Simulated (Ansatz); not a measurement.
SeH2 (H₂Se): single points at one geometry.

```yaml
crystal:
  periodic: [false, false, false]
  atoms:
    - {symbol: Se, position_ang: [0.005058, -0.008076, -0.694705]}
    - {symbol: H, position_ang: [1.047370, -0.017263, 0.355216]}
    - {symbol: H, position_ang: [-1.052427, 0.025339, 0.339489]}
basis:
  gaussian: {orbitals: def2-TZVP, initial_orbitals: start.molden}
hamiltonian: {xc: {name: B3LYP}, dispersion: d4}
scf: {omitted_lower_state_checks: [starts]}
output: {orbitals: {seedname: orbitals}}
```

The file start.molden holds the orbitals of an earlier run on this structure, at another level or in another basis.

```sh
$ ansatz run in.yaml --threads 2 --pin off --events-out ev --progress --plain --max-ram 4352MiB
```

Output, abridged:

```
Functional definition: B3LYP
497 factors; their error is unknown
mean field evaluation 1: about -65382.8704 eV, gradient 3.9e0 eV
mean field evaluation 2: about -65382.8917 eV, gradient 1.9e-2 eV
mean field evaluation 4: about -65383.2234 eV, gradient 7.5e-5 eV
mean field -65383.22343521 eV, -2402.7891429035 hartree, gradient 7.7e-5 eV, S^2 0.000000; 0 other end points of the search recorded, 0 dependent functions left out
reference -65383.22360658 eV, -2402.7891492010 hartree; 18, 18 occupied and 42, 42 virtual orbitals, 497 factors
Total energy: -65383.25321901 eV, -2402.7902374378 hartree
Checks for a lower state left out: starts
```

It took 0.6 s on 2 threads of Arm Neoverse N1 on a shared host.

First input, but with `hamiltonian: {xc: pbe}`, `correlation: {method: rpa}` and without the key `output` (abridged; 0.9 s):

```
Functional definition: PBE
mean field -65372.17297916 eV, -2402.3830461337 hartree, gradient 6.4e-6 eV, S^2 0.000000
9 core orbitals not correlated: weight in the atoms' cores, before any rotation towards them, 1.000 or more for the frozen orbitals, at most 0.000 for the correlated occupied ones
Total energy: -65346.18073545 eV, -2401.4278487956 hartree
Checks for a lower state left out: starts
```

First input, but with `hamiltonian: {xc: {name: BHLYP}, dispersion: d4}` (abridged; 0.7 s):

```
Functional definition: BHLYP
mean field -65381.71619335 eV, -2402.7337527868 hartree, gradient 4.2e-6 eV, S^2 0.000000
Total energy: -65381.73737233 eV, -2402.7345310999 hartree
Checks for a lower state left out: starts
```

First input, but with `hamiltonian: {xc: {name: r2SCANh}, dispersion: d4}` (abridged; 1.4 s):

```
Functional definition: r2SCANh
mean field -65381.65601148 eV, -2402.7315411439 hartree, gradient 3.9e-5 eV, S^2 0.000000
Total energy: -65381.66013934 eV, -2402.7316928399 hartree
Checks for a lower state left out: starts
```

As the first input, with `hamiltonian: {xc: lda}` (abridged; 0.4 s):

```
Functional definition: SPW92
mean field -65288.32014848 eV, -2399.3015114439 hartree, gradient 2.2e-5 eV, S^2 0.000000
Total energy: -65288.32017177 eV, -2399.3015122998 hartree
Checks for a lower state left out: starts
```

The first input with `hamiltonian: {xc: {name: r2SCAN0}, dispersion: d4}` (abridged; 1.4 s):

```
Functional definition: r2SCAN0
mean field -65381.53692753 eV, -2402.7271648891 hartree, gradient 8.6e-5 eV, S^2 0.000000
Total energy: -65381.54151075 eV, -2402.7273333195 hartree
Checks for a lower state left out: starts
```

First input, but with `hamiltonian: {xc: {name: wB97X-V}}` (abridged; 1.7 s):

```
Functional definition: wB97X-V
mean field -65376.06756811 eV, -2402.5261696378 hartree, gradient 5.0e-5 eV, S^2 0.000000
Total energy: -65376.06756686 eV, -2402.5261695921 hartree
Checks for a lower state left out: starts
```

Geometry: PBE-D4/def2-TZVP.

B3LYP takes the VWN-RPA correlation. Correlated methods freeze 9 core orbitals; core or outer-core shells of Se are correlated, in sets that lack core-valence functions.
